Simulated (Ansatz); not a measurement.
`[CH3][Al]([OH])[F]` + H₂S → `[CH3][Al]([OH])[SH]` + H–F  (ligand exchange at the Al–F bond)

Calculated with Ansatz (gas phase, PBE0-D4/def2-TZVP geometries, no zero-point term in ΔE). CCSD(T)/CBS is the MP2 limit (def2-TZVPP, def2-QZVPP) plus CCSD(T) − MP2 in def2-TZVPP, frozen cores. This one scheme is used for every species. Functionals use def2-TZVPP. HSE06 is defined as in plane-wave codes. One conformer a species, not always the lowest.

**Question.** Is it downhill or uphill in electronic energy at CCSD(T)/CBS, and by how much? (Estimate.)

**Answer.** Computed: Uphill: ΔE = +72.7 kJ/mol.

**Question.** What do these levels give: PBE-D4, revPBE-D4, BLYP-D4, PBE0-D4, HSE06-D4, ωB97X-V, revPBE, r2SCAN0, CAM-B3LYP, MP2/def2-TZVPP, SCS-MP2/def2-TZVPP, MP2/def2-QZVPP? (Best estimate.)

**Answer.** Computed: PBE-D4 67.0, revPBE-D4 65.4, BLYP-D4 81.2, PBE0-D4 65.6, HSE06-D4 65.0, ωB97X-V 77.6, revPBE 71.4, r2SCAN0 73.6, CAM-B3LYP 88.9, MP2/def2-TZVPP 72.6, SCS-MP2/def2-TZVPP 78.8, MP2/def2-QZVPP 72.1 kJ/mol.

Largest T1 diagnostic among the species: 0.012.

In def2-TZVPP, CCSD(T) changes the Hartree–Fock value by −12.3 kJ/mol (the triples alone add −3.2 kJ/mol) and MP2 by −14.9 kJ/mol. Leaving LDA and LC-ωPBE aside and taking each functional with its dispersion term where it has one, the values, not all of them listed here, spread over 20.1 kJ/mol, from HSE06-D4 to CAM-B3LYP-D4. The D4 term adds −6.2 kJ/mol with B3LYP and −3.5 kJ/mol with PBE0; it sums over pairs of atoms, weighted by their polarisabilities, and B3LYP, whose exchange is more repulsive, gets the larger term.

B3LYP here is the variant with VWN-RPA as its local correlation; programs differ in this.
